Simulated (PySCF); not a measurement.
B(OH)2(OMe) (CH5BO3), SMILES COB(O)O.

The structure is a stationary point at B3LYP-D3(BJ)/def2-SVP. One conformer was computed; it need not be the lowest.

Calculation: r2SCAN/def2-TZVP in PySCF.

Symmetry labels are those of the subgroup Cs that the program uses (full group Cs).

Computed valence orbital energies around the gap with their symmetry:
```
orbital  symmetry  energy (eV)
-------  --------  -----------
HOMO−7         A"       -11.37
HOMO−6         A'       -10.76
HOMO−5         A'       -10.55
HOMO−4         A"        -9.62
HOMO−3         A'        -8.50
HOMO−2         A"        -8.04
HOMO−1         A'        -7.76
HOMO           A"        -7.00
LUMO           A'         0.11
LUMO+1         A'         1.76
LUMO+2         A"         1.77
LUMO+3         A'         2.23
```
